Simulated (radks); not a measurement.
Values are calculated unless marked as measured or tabulated.
The chlorine anion Cl- inside a hard spherical wall (all orbitals vanish at R), configuration held at [Ar] and not refilled when levels cross. Level of theory: non-relativistic Kohn-Sham, r2SCAN, spin-polarised, spherical densities, point nucleus; meta-GGA in the generalised Kohn-Sham scheme (a radial shooting solver on a logarithmic mesh with Libxc functionals). Eigenvalues in eV for spin up, with the zero of energy where the potential of the charges vanishes at infinity; a dash marks a level that is unbound or too diffuse for the functional's potential to be trusted. A positive occupied level is held by the wall or, in an anion where self-interaction has pushed it up, behind a barrier. The pressure on the wall is -dE/dV.

| R (bohr) | E (hartree) | kinetic (hartree) | e(2s) | e(2p) | e(3s) | e(3p) | e(4s, empty) | e(4p, empty) | pressure (GPa) |
|---|---|---|---|---|---|---|---|---|---|
| 15 | -460.26486 | 459.692 | -246.03 | -184.48 | -11.951 | 0.006 | 3.490 | 3.918 | < 0.0001 |
| 12 | -460.26480 | 459.693 | -246.01 | -184.46 | -11.940 | 0.017 | 4.364 | 5.159 | 0.000992 |
| 10 | -460.26446 | 459.696 | -245.97 | -184.42 | -11.901 | 0.053 | 5.320 | 6.616 | 0.00873 |
| 8 | -460.26213 | 459.711 | -245.77 | -184.22 | -11.736 | 0.208 | 7.070 | 9.339 | 0.100 |
| 7 | -460.25721 | 459.741 | -245.47 | -183.92 | -11.498 | 0.439 | 8.664 | 11.737 | 0.392 |
| 6 | -460.24171 | 459.827 | -244.78 | -183.22 | -10.971 | 0.964 | 11.415 | 15.620 | 1.75 |
| 5 | -460.18718 | 460.105 | -243.05 | -181.49 | -9.746 | 2.242 | 16.870 | 22.667 | 9.31 |
| 4 | -459.96382 | 461.120 | -238.41 | -176.81 | -6.629 | 5.676 | 29.675 | 37.691 | 63.9 |
| 2.5 | -456.86262 | 471.791 | -209.37 | -147.33 | 15.140 | 30.417 | 112.25 | 123.87 | 2350 |
| 1.5 | -433.09095 | 531.611 | -127.99 | -63.119 | 128.09 | 147.99 | 457.16 | 450.96 | 69100 |
